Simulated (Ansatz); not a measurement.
Relaxation of GaH6N (8 atoms, charge 0, multiplicity 1), to a largest force component of 0.03 eV/Å in at most 50 steps.

Level of theory: RKS PBE0-D4/def2-SVP in Ansatz.

```xyz
8
Properties=species:S:1:pos:R:3:forces:R:3
Ga -0.039 0.441 -0.573 -0.01 -0.16 0.43
N -0.027 0.113 2.521 -0.10 0.68 -0.80
H -0.846 -0.052 3.102 0.00 -0.03 0.03
H 0.782 0.176 3.134 0.02 -0.04 0.02
H 1.360 -0.042 -1.091 0.02 -0.01 0.00
H -1.368 -0.266 -1.018 0.00 -0.01 -0.01
H -0.132 1.721 0.337 -0.01 0.25 -0.25
H -0.148 1.048 2.084 0.08 -0.68 0.57
```

Task: Where does it end, and by what steps?

Result: The forces met the threshold. The force dipped under the threshold on the way, but the program's further checks kept it going. After 17 steps the energy has fallen by 0.945 eV; H3 moved furthest, 1.14 Å. Joined: Ga1–N2 (3.11 → 2.15 Å).

```
step  energy less start (eV)  largest force component (eV/Å)  accepted
   0                  0.0000                           0.797       yes
   1                 -0.1702                           1.364       yes
   2                 -0.4068                           2.012       yes
   3                 -0.7424                           0.441       yes
   4                 -0.8928                           0.194       yes
   5                 -0.9209                           0.111       yes
   6                 -0.9262                           0.027       yes
   7                 -0.8891                           0.962        no
   8                 -0.9276                           0.087       yes
   9                 -0.9284                           0.321       yes
  10                 -0.9326                           0.198       yes
  11                 -0.9396                           0.012       yes
  12                 -0.9411                           0.176       yes
  13                 -0.9431                           0.133       yes
  14                 -0.9446                           0.005       yes
  15                 -0.9452                           0.049       yes
  16                 -0.9452                           0.032       yes
  17                 -0.9453                           0.020       yes
```

```xyz
8
Properties=species:S:1:pos:R:3
Ga -0.052 0.495 -0.059
N -0.052 0.300 2.083
H -0.225 -0.665 2.365
H 0.844 0.584 2.479
H 1.124 -0.515 -0.382
H -1.534 0.013 -0.340
H 0.254 2.046 -0.156
H -0.777 0.881 2.505
```

Time of the run: 56 s on 1 thread of Intel(R) Xeon(R) Platinum 8259CL CPU @ 2.50GHz (Skylake/Cascade Lake) (shared host), peak memory 0.18 GiB.
